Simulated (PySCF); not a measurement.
CH5Si, SMILES [CH2][SiH3], multiplicity 2. Geometry: ωB97X-D3(BJ)/def2-TZVP. The isomer is the one that the SMILES or the coordinates give; other isomers of the formula were not compared.

Computed equilibrium geometry at ωB97X-D3(BJ)/def2-TZVP (PySCF confirms it by a frequency run) as Cartesian coordinates in Å, and its point group:
point group Cs.
```xyz
7

C      1.2695    -0.0038     0.0000
Si    -0.5742    -0.0015     0.0000
H      1.8542     0.0162    -0.9143
H      1.8542     0.0162     0.9143
H     -1.1105     1.3873     0.0000
H     -1.0882    -0.6877    -1.2121
H     -1.0882    -0.6877     1.2121
```
Charge 0, spin multiplicity 2.
